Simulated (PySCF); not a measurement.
C₃H₁₁NSi₂, SMILES [SiH3][C@@H]1CCN1[SiH3]. Coordinates come from a PBE-D3(BJ)/def2-SVP optimisation. The structure was generated by enumeration; whether it is a known compound was not checked.

**Question.** Give the equilibrium geometry at PBE-D3(BJ)/def2-SVP (PySCF confirms it by a frequency run) as a Z-matrix. (An estimate is asked for; the answer gives what the named calculation found.)

**Answer.** 
```
N
C 1 1.4741
H 2 1.1127 1 114.36
H 2 1.1168 3 107.84 1 128.63
C 1 1.4865 2 92.85 3 -127.50
H 5 1.1182 1 113.92 2 -104.92
C 2 1.5492 3 116.35 4 128.62
H 7 1.1061 2 116.19 3 -117.44
H 7 1.1079 8 108.80 2 -129.76
Si 1 1.7470 2 129.01 3 82.29
H 10 1.5030 1 107.84 2 -171.93
H 10 1.5042 11 110.94 1 -117.85
H 10 1.5171 11 107.87 12 -117.61
Si 5 1.9100 6 110.44 1 128.90
H 14 1.5047 5 108.69 6 172.51
H 14 1.5049 15 109.16 5 -120.63
H 14 1.5086 15 109.10 16 -118.56
```
Charge 0, spin multiplicity 1.
